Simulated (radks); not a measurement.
Values are calculated unless marked as measured or tabulated.
All-electron atom: Gd60+ in [He] 2s2 (the NIST ground configuration).

Level of theory: Dirac Kohn-Sham, LB94 model potential, spin-unpolarised, spherical densities, finite nucleus; Fermi nuclear charge, rms radius 5.1569 fm (a radial shooting solver on a logarithmic mesh with Libxc functionals).

Energy parts (eV):
kinetic: 165087.33
electron-nucleus: -313360.34
Hartree: 4515.55
(The LB94 potential has no energy functional, so no total or exchange-correlation energy is given.)

Orbitals (lengths in bohr, moments of r in powers of bohr):
orbital	occ.	eigenvalue (eV)	<r>
1s1/2	2	-57027.40	0.02179
2s1/2	2	-13958.90	0.08823
2p1/2	0	-13807.18	0.07272
2p3/2	0	-13000.57	0.07892
3s1/2	0	-6049.530	0.2044

The highest occupied level is 2s1/2 at -13958.9 eV. The density falls to 0.001 e/bohr^3 at r = 0.33 bohr. Summed over all electrons, <r^2> = 0.01971 bohr^2, which gives a Langevin (diamagnetic) susceptibility term of -0.0156 x 10^-6 cm^3/mol. For comparison, the ionisation energy in NIST's Atomic Spectra Database is 13943 eV (theoretical). In exact Kohn-Sham theory the highest level is minus the ionisation energy, but local and semilocal functionals leave it too shallow, through self-interaction and a potential that decays too fast; potentials with the right tail come closer.
